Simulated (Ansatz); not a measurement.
Ansatz (a first-principles code) job for B(F)(OMe)(SMe) (C₂H₆BFOS), SMILES FB(SC)OC, B3LYP-D3(BJ)/def2-SVP. 

Ansatz 0.2 input:
```yaml
crystal:
  periodic: [false, false, false]
  atoms:
    - {symbol: B, position_ang: [0.09011992, 0.55340051, 0.16132742]}
    - {symbol: F, position_ang: [0.35046409, 1.80219696, 0.56891044]}
    - {symbol: O, position_ang: [-0.87387837, 0.30408910, -0.72411274]}
    - {symbol: C, position_ang: [-1.70433160, 1.28648001, -1.31492016]}
    - {symbol: H, position_ang: [-1.42747639, 2.29027884, -0.98991942]}
    - {symbol: H, position_ang: [-1.60294834, 1.20610217, -2.39829700]}
    - {symbol: H, position_ang: [-2.73619717, 1.07707543, -1.02816523]}
    - {symbol: S, position_ang: [1.06202061, -0.80767205, 0.82363531]}
    - {symbol: C, position_ang: [0.31002873, -2.21972545, -0.05823217]}
    - {symbol: H, position_ang: [-0.74871872, -2.26367351, 0.17135899]}
    - {symbol: H, position_ang: [0.81524778, -3.11051326, 0.29698991]}
    - {symbol: H, position_ang: [0.45983101, -2.09653233, -1.12514718]}
basis:
  gaussian:
    orbitals: def2-SVP
hamiltonian:
  xc: b3lyp
  dispersion: d3bj
relax: {f_tol: 0.002, max_steps: 200}
```

Output:

```
WARN ansatz: RAYON_NUM_THREADS=1 ignored (pool sized by the plan → 1); use --threads N
Functional definition: B3LYP
integrals: 0.08 GiB planned
1277 factors; integrals over basis functions are off by at most 3.5e-4 eV
mean field: 0.55 GiB planned
mean field evaluation 1: about -18435.1620 eV, gradient 5.9e1 eV
mean field evaluation 2: about -18428.3694 eV, gradient 8.3e1 eV
mean field evaluation 4: about -18442.3953 eV, gradient 3.7e0 eV
mean field evaluation 8: about -18442.4722 eV, gradient 1.3e-1 eV
mean field evaluation 16: about -18442.4723 eV, gradient 3.8e-5 eV
mean field -18442.47228542 eV, -677.7483557327 hartree, gradient 3.8e-5 eV, S^2 0.000000; 0 other end points of the search recorded, 0 dependent functions left out
the calculation of the forces begins
reference -18442.47254068 eV, -677.7483651130 hartree; 28, 28 occupied and 90, 90 virtual orbitals, 1277 factors
relax step   1: F+E_penalty+E_count = -18442.88607534 eV  Δ(F+E_penalty+E_count) = +0.000e0 eV  max|allowed force component| = 4.644e-1 eV/Å  Δτ_max = 0.0000 Å  (27 SCF iters, accepted)
these checks for a lower state are left out or cut short: starts, cluster_reference, orbital_swaps, neighbouring_geometries, increment
integrals: 0.08 GiB planned
1277 factors; integrals over basis functions are off by at most 3.7e-4 eV
mean field: 0.55 GiB planned
mean field -18442.50531854 eV, -677.7495696774 hartree, gradient 9.6e-6 eV, S^2 0.000000; 0 other end points of the search recorded, 0 dependent functions left out
the calculation of the forces begins
reference -18442.50557470 eV, -677.7495790908 hartree; 28, 28 occupied and 90, 90 virtual orbitals, 1277 factors
relax step   2: F+E_penalty+E_count = -18442.91627709 eV  Δ(F+E_penalty+E_count) = -3.020e-2 eV  max|allowed force component| = 2.086e-1 eV/Å  Δτ_max = 0.0395 Å  (31 SCF iters, accepted)
these checks for a lower state are left out or cut short: starts, cluster_reference, orbital_swaps, neighbouring_geometries, increment
integrals: 0.08 GiB planned
1277 factors; integrals over basis functions are off by at most 3.8e-4 eV
mean field: 0.55 GiB planned
mean field -18442.51114816 eV, -677.7497839120 hartree, gradient 9.6e-6 eV, S^2 0.000000; 0 other end points of the search recorded, 0 dependent functions left out
the calculation of the forces begins
reference -18442.51140548 eV, -677.7497933683 hartree; 28, 28 occupied and 90, 90 virtual orbitals, 1277 factors
relax step   3: F+E_penalty+E_count = -18442.92021691 eV  Δ(F+E_penalty+E_count) = -3.940e-3 eV  max|allowed force component| = 4.090e-2 eV/Å  Δτ_max = 0.0376 Å  (31 SCF iters, accepted)
these checks for a lower state are left out or cut short: starts, cluster_reference, orbital_swaps, neighbouring_geometries, increment
integrals: 0.08 GiB planned
1277 factors; integrals over basis functions are off by at most 3.8e-4 eV
mean field: 0.55 GiB planned
mean field evaluation 32: about -18442.4548 eV, gradient 9.1e-1 eV
mean field -18442.51081299 eV, -677.7497715945 hartree, gradient 9.7e-6 eV, S^2 0.000000; 0 other end points of the search recorded, 0 dependent functions left out
the calculation of the forces begins
reference -18442.51107021 eV, -677.7497810473 hartree; 28, 28 occupied and 90, 90 virtual orbitals, 1277 factors
relax step   4: F+E_penalty+E_count = -18442.92005679 eV  Δ(F+E_penalty+E_count) = +1.601e-4 eV  max|allowed force component| = 6.851e-2 eV/Å  Δτ_max = 0.0116 Å  (32 SCF iters, rejected (line search))
these checks for a lower state are left out or cut short: starts, cluster_reference, orbital_swaps, neighbouring_geometries, increment
integrals: 0.08 GiB planned
1277 factors; integrals over basis functions are off by at most 3.7e-4 eV
mean field: 0.55 GiB planned
mean field -18442.51121543 eV, -677.7497863838 hartree, gradient 1.7e-5 eV, S^2 0.000000; 0 other end points of the search recorded, 0 dependent functions left out
the calculation of the forces begins
reference -18442.51147272 eV, -677.7497958394 hartree; 28, 28 occupied and 90, 90 virtual orbitals, 1277 factors
relax step   5: F+E_penalty+E_count = -18442.92051282 eV  Δ(F+E_penalty+E_count) = -2.959e-4 eV  max|allowed force component| = 1.377e-2 eV/Å  Δτ_max = 0.0058 Å  (23 SCF iters, accepted)
these checks for a lower state are left out or cut short: starts, cluster_reference, orbital_swaps, neighbouring_geometries, increment
integrals: 0.08 GiB planned
1277 factors; integrals over basis functions are off by at most 3.7e-4 eV
mean field: 0.55 GiB planned
mean field -18442.51120725 eV, -677.7497860834 hartree, gradient 1.5e-5 eV, S^2 0.000000; 0 other end points of the search recorded, 0 dependent functions left out
the calculation of the forces begins
reference -18442.51146459 eV, -677.7497955406 hartree; 28, 28 occupied and 90, 90 virtual orbitals, 1277 factors
relax step   6: F+E_penalty+E_count = -18442.92054402 eV  Δ(F+E_penalty+E_count) = -3.119e-5 eV  max|allowed force component| = 6.509e-3 eV/Å  Δτ_max = 0.0067 Å  (23 SCF iters, accepted)
these checks for a lower state are left out or cut short: starts, cluster_reference, orbital_swaps, neighbouring_geometries, increment
integrals: 0.08 GiB planned
1277 factors; integrals over basis functions are off by at most 3.7e-4 eV
mean field: 0.55 GiB planned
mean field -18442.51122290 eV, -677.7497866584 hartree, gradient 2.6e-5 eV, S^2 0.000000; 0 other end points of the search recorded, 0 dependent functions left out
the calculation of the forces begins
reference -18442.51148027 eV, -677.7497961165 hartree; 28, 28 occupied and 90, 90 virtual orbitals, 1277 factors
relax step   7: F+E_penalty+E_count = -18442.92054885 eV  Δ(F+E_penalty+E_count) = -4.839e-6 eV  max|allowed force component| = 2.285e-3 eV/Å  Δτ_max = 0.0023 Å  (22 SCF iters, accepted)
these checks for a lower state are left out or cut short: starts, cluster_reference, orbital_swaps, neighbouring_geometries, increment
integrals: 0.08 GiB planned
1277 factors; integrals over basis functions are off by at most 3.7e-4 eV
mean field: 0.55 GiB planned
mean field -18442.51123235 eV, -677.7497870057 hartree, gradient 4.0e-6 eV, S^2 0.000000; 0 other end points of the search recorded, 0 dependent functions left out
the calculation of the forces begins
reference -18442.51148974 eV, -677.7497964646 hartree; 28, 28 occupied and 90, 90 virtual orbitals, 1277 factors
relax step   8: F+E_penalty+E_count = -18442.92055140 eV  Δ(F+E_penalty+E_count) = -2.543e-6 eV  max|allowed force component| = 4.243e-3 eV/Å  Δτ_max = 0.0030 Å  (23 SCF iters, accepted)
these checks for a lower state are left out or cut short: starts, cluster_reference, orbital_swaps, neighbouring_geometries, increment
integrals: 0.08 GiB planned
1277 factors; integrals over basis functions are off by at most 3.7e-4 eV
mean field: 0.55 GiB planned
mean field evaluation 64: about -18442.5111 eV, gradient 2.0e-1 eV
mean field -18442.51124143 eV, -677.7497873396 hartree, gradient 9.8e-6 eV, S^2 0.000000; 0 other end points of the search recorded, 0 dependent functions left out
the calculation of the forces begins
reference -18442.51149885 eV, -677.7497967995 hartree; 28, 28 occupied and 90, 90 virtual orbitals, 1277 factors
relax step   9: F+E_penalty+E_count = -18442.92055417 eV  Δ(F+E_penalty+E_count) = -2.776e-6 eV  max|allowed force component| = 5.266e-3 eV/Å  Δτ_max = 0.0046 Å  (22 SCF iters, accepted)
these checks for a lower state are left out or cut short: starts, cluster_reference, orbital_swaps, neighbouring_geometries, increment
integrals: 0.08 GiB planned
1277 factors; integrals over basis functions are off by at most 3.7e-4 eV
mean field: 0.55 GiB planned
mean field -18442.51124154 eV, -677.7497873433 hartree, gradient 2.1e-5 eV, S^2 0.000000; 0 other end points of the search recorded, 0 dependent functions left out
the calculation of the forces begins
reference -18442.51149897 eV, -677.7497968037 hartree; 28, 28 occupied and 90, 90 virtual orbitals, 1277 factors
relax step  10: F+E_penalty+E_count = -18442.92055713 eV  Δ(F+E_penalty+E_count) = -2.958e-6 eV  max|allowed force component| = 4.604e-3 eV/Å  Δτ_max = 0.0063 Å  (22 SCF iters, accepted)
these checks for a lower state are left out or cut short: starts, cluster_reference, orbital_swaps, neighbouring_geometries, increment
integrals: 0.08 GiB planned
1277 factors; integrals over basis functions are off by at most 3.7e-4 eV
mean field: 0.55 GiB planned
mean field -18442.51125149 eV, -677.7497877093 hartree, gradient 8.5e-6 eV, S^2 0.000000; 0 other end points of the search recorded, 0 dependent functions left out
the calculation of the forces begins
reference -18442.51150893 eV, -677.7497971700 hartree; 28, 28 occupied and 90, 90 virtual orbitals, 1277 factors
relax step  11: F+E_penalty+E_count = -18442.92055270 eV  Δ(F+E_penalty+E_count) = +4.434e-6 eV  max|allowed force component| = 1.104e-2 eV/Å  Δτ_max = 0.0075 Å  (23 SCF iters, rejected (line search))
these checks for a lower state are left out or cut short: starts, cluster_reference, orbital_swaps, neighbouring_geometries, increment
integrals: 0.08 GiB planned
1277 factors; integrals over basis functions are off by at most 3.7e-4 eV
mean field: 0.55 GiB planned
mean field -18442.51124908 eV, -677.7497876206 hartree, gradient 4.2e-6 eV, S^2 0.000000; 0 other end points of the search recorded, 0 dependent functions left out
the calculation of the forces begins
reference -18442.51150652 eV, -677.7497970812 hartree; 28, 28 occupied and 90, 90 virtual orbitals, 1277 factors
relax step  12: F+E_penalty+E_count = -18442.92055826 eV  Δ(F+E_penalty+E_count) = -1.132e-6 eV  max|allowed force component| = 5.727e-3 eV/Å  Δτ_max = 0.0036 Å  (22 SCF iters, accepted)
these checks for a lower state are left out or cut short: starts, cluster_reference, orbital_swaps, neighbouring_geometries, increment
integrals: 0.08 GiB planned
1277 factors; integrals over basis functions are off by at most 3.7e-4 eV
mean field: 0.55 GiB planned
mean field -18442.51124587 eV, -677.7497875025 hartree, gradient 7.9e-5 eV, S^2 0.000000; 0 other end points of the search recorded, 0 dependent functions left out
the calculation of the forces begins
reference -18442.51150330 eV, -677.7497969630 hartree; 28, 28 occupied and 90, 90 virtual orbitals, 1277 factors
relax step  13: F+E_penalty+E_count = -18442.92055998 eV  Δ(F+E_penalty+E_count) = -1.719e-6 eV  max|allowed force component| = 1.637e-3 eV/Å  Δτ_max = 0.0032 Å  (20 SCF iters, accepted)
integrals: 0.08 GiB planned
1277 factors; integrals over basis functions are off by at most 3.7e-4 eV
mean field: 0.55 GiB planned
mean field evaluation 96: about -18442.4331 eV, gradient 3.8e0 eV
mean field -18442.51124587 eV, -677.7497875025 hartree, gradient 7.9e-5 eV, S^2 0.000000; 1 other end points of the search recorded, 0 dependent functions left out
the calculation of the forces begins
reference -18442.51150330 eV, -677.7497969630 hartree; 28, 28 occupied and 90, 90 virtual orbitals, 1277 factors
Total energy: -18442.92081742 eV, -677.7648389793 hartree
Atom 0 at     0.075547     0.546260     0.141532 Å, force    -0.000697    -0.000508    -0.001614 eV/Å
Atom 1 at     0.344057     1.791173     0.556530 Å, force     0.000191     0.000337     0.000404 eV/Å
Atom 2 at    -0.902039     0.304902    -0.754769 Å, force    -0.000718    -0.000254     0.000166 eV/Å
Atom 3 at    -1.713375     1.319902    -1.323327 Å, force     0.000009     0.000602     0.000252 eV/Å
Atom 4 at    -1.434109     2.320539    -0.960083 Å, force    -0.000537    -0.001292    -0.000622 eV/Å
Atom 5 at    -1.608646     1.291741    -2.419170 Å, force    -0.000123     0.000456     0.001304 eV/Å
Atom 6 at    -2.766810     1.125063    -1.067873 Å, force     0.001637     0.000192    -0.000309 eV/Å
Atom 7 at     1.072766    -0.804395     0.825920 Å, force     0.000181    -0.000140     0.000349 eV/Å
Atom 8 at     0.334545    -2.245625    -0.031203 Å, force    -0.000672     0.000095    -0.000553 eV/Å
Atom 9 at    -0.729280    -2.344999     0.220599 Å, force     0.000940     0.000112    -0.000206 eV/Å
Atom 10 at     0.878515    -3.134545     0.314478 Å, force    -0.000325     0.000651    -0.000058 eV/Å
Atom 11 at     0.442990    -2.148511    -1.119207 Å, force     0.000113    -0.000253     0.000888 eV/Å
Dipole moment:    -0.382772    -0.072324    -0.347372 e Å
```

Self-consistency was reached.
